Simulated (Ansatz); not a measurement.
Wavefunction ladder for `Cc1ccc2ncccc2c1`

```xyz
20

C    -2.1559   -0.8929    2.2191
C    -1.3137   -0.3198    1.1232
C    -1.8150    0.7470    0.3384
C    -1.0812    1.2996   -0.6709
C     0.2128    0.8168   -0.9627
N     0.9109    1.3900   -1.9714
C     2.1074    0.9275   -2.2246
C     2.7134   -0.1280   -1.5148
C     2.0207   -0.7156   -0.4949
C     0.7279   -0.2517   -0.1839
C    -0.0595   -0.7984    0.8515
H    -2.4111   -0.1286    2.9588
H    -1.6409   -1.7042    2.7349
H    -3.0983   -1.2852    1.8258
H    -2.8090    1.1281    0.5508
H    -1.4629    2.1154   -1.2731
H     2.6477    1.4043   -3.0394
H     3.7101   -0.4562   -1.7839
H     2.4481   -1.5317    0.0789
H     0.3486   -1.6164    1.4381
```

Charge 0, multiplicity 1. The structure was optimised at the PBE0-D4/def2-TZVP level. Frozen core, restricted reference, Ansatz. CBS rows extrapolate triple and quadruple zeta; past MP2 they add the triple-zeta difference.

| basis | HF (Eh) | MP2 corr. | CCSD corr. | (T) | CCSD(T) total |
| --- | --- | --- | --- | --- | --- |
| def2-SVP | -438.06178 | -1.45964 | -1.51569 | -0.06898 | -439.64645 |
| def2-TZVPP | -438.53962 | -1.77233 | -1.80014 | -0.09891 | -440.43867 |
| def2-QZVPP | -438.55760 | -1.88497 | – | – | – |
| CBS(def2) | -438.56008 | -1.96840 | -1.99620 | as TZ | -440.65519 |
